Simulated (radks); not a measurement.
The indium ion In2+, configuration [Kr] 4d10 5s1 (the NIST ground configuration). Method: Dirac Kohn-Sham, PBE, spin-unpolarised, spherical densities, finite nucleus; Fermi nuclear charge, rms radius 4.6156 fm; computed with a radial shooting solver on a logarithmic mesh with Libxc functionals.

X-ray form factor f0, the Fourier transform of the density (f0(0) = 47):

| sin(theta)/lambda (1/angstrom) | f0 (electrons) |
|---|---|
| 0.05 | 46.416 |
| 0.1 | 44.794 |
| 0.15 | 42.445 |
| 0.2 | 39.718 |
| 0.25 | 36.889 |
| 0.3 | 34.142 |
| 0.4 | 29.268 |
| 0.5 | 25.430 |
| 0.6 | 22.556 |
| 0.8 | 18.732 |
| 1 | 16.039 |
| 1.25 | 13.091 |
| 1.5 | 10.517 |
| 2 | 7.120 |
